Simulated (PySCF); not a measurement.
Species: C₅H₆F₃OP.
Atom-mapped SMILES: `[O:1]=[P@@H:2]([C:3]([F:4])=[C:5]([F:6])[F:7])[CH:8]1[CH2:9][CH2:10]1` (hydrogens: H11 on P2; H12 on C8; H13, H14 on C9; H15, H16 on C10)

The same species was optimised twice, with GFN2-xTB and with PBE0-D3(BJ)/def2-SVP (PySCF), and the same property calculations (PySCF, gas phase) were run on both structures.

```csv
coordinate,GFN2-xTB,PBE0-D3(BJ)/def2-SVP,change
O1=P2 (Å),1.456,1.493,+0.037
C5–F7 (Å),1.323,1.304,-0.019
C5–F6 (Å),1.315,1.298,-0.017
P2–C3 (Å),1.831,1.814,-0.017
P2–C8 (Å),1.809,1.795,-0.014
C3=C5 (Å),1.328,1.337,+0.009
C8–C9 (Å),1.502,1.507,+0.005
C9–C10 (Å),1.488,1.491,+0.003
C3–F4 (Å),1.344,1.342,-0.002
C8–C10 (Å),1.505,1.507,+0.002
C3–C5–F7 (°),126.1,123.3,-2.8
P2–C3–C5 (°),124.2,126.0,+1.8
F6–C5–F7 (°),110.6,112.2,+1.6
O1–P2–C8 (°),116.5,114.9,-1.6
P2–C8–C10 (°),114.5,116.0,+1.5
C3–C5–F6 (°),123.3,124.5,+1.2
P2–C8–C9 (°),115.4,116.4,+1.0
F4–C3–C5 (°),119.7,118.8,-0.9
O1–P2–C3–F4 (°),-167,178,-15
O1–P2–C8–C9 (°),24,30,+6
```

Rotational constants: A = 1885, B = 735.2, C = 677.2 MHz (GFN2-xTB) against A = 2002, B = 722.0, C = 637.9 MHz (PBE0-D3(BJ)/def2-SVP). Point groups within 0.08 Å: C1 and C1.

On the GFN2-xTB structure: HOMO (eV) -7.85 [PBE0/pcSseg-1]; LUMO (eV) -0.30 [PBE0/pcSseg-1]; dipole (D) 3.24 [PBE0/pcSseg-1]; GIAO shielding of O1 (ppm) 290.9 [PBE0/pcSseg-1]; GIAO shielding of P2 (ppm) 336.1 [PBE0/pcSseg-1]; GIAO shielding of C3 (ppm) 53.9 [PBE0/pcSseg-1]; GIAO shielding of F4 (ppm) 392.1 [PBE0/pcSseg-1]; GIAO shielding of C5 (ppm) 14.2 [PBE0/pcSseg-1]; GIAO shielding of F6 (ppm) 282.3 [PBE0/pcSseg-1]; GIAO shielding of F7 (ppm) 248.1 [PBE0/pcSseg-1]; GIAO shielding of C8 (ppm) 176.0 [PBE0/pcSseg-1].

Question: What do these properties become on the PBE0-D3(BJ)/def2-SVP structure?

Answer: 
```csv
property,level,on GFN2-xTB,on PBE0-D3(BJ)/def2-SVP,change
HOMO (eV),PBE0/pcSseg-1,-7.85,-7.81,+0.04
LUMO (eV),PBE0/pcSseg-1,-0.30,-0.35,-0.05
dipole (D),PBE0/pcSseg-1,3.24,3.03,-0.21
"energy, GFN2-xTB geometry as zero (kcal/mol)",PBE0/pcSseg-1,0.0,-2.4,-2.4
GIAO shielding of O1 (ppm),PBE0/pcSseg-1,290.9,289.3,-1.6
GIAO shielding of P2 (ppm),PBE0/pcSseg-1,336.1,329.1,-7.0
GIAO shielding of C3 (ppm),PBE0/pcSseg-1,53.9,55.4,+1.5
GIAO shielding of F4 (ppm),PBE0/pcSseg-1,392.1,393.6,+1.5
GIAO shielding of C5 (ppm),PBE0/pcSseg-1,14.2,15.2,+1.0
GIAO shielding of F6 (ppm),PBE0/pcSseg-1,282.3,282.3,0.0
GIAO shielding of F7 (ppm),PBE0/pcSseg-1,248.1,252.5,+4.4
GIAO shielding of C8 (ppm),PBE0/pcSseg-1,176.0,176.6,+0.6
```

The heavy atoms differ by 0.194 Å rms after alignment. Among bonds between heavy atoms O1=P2 changes most (+0.037 Å). Changes are differences of the printed values. Neither structure is proved a minimum here.

Conformer computed: `[O:1]=[P@@H:2]([C:3]([F:4])=[C:5]([F:6])[F:7])[CH:8]1[CH2:9][CH2:10]1`: O1–P2–C3–F4 178°, O1–P2–C8–C9 30°.
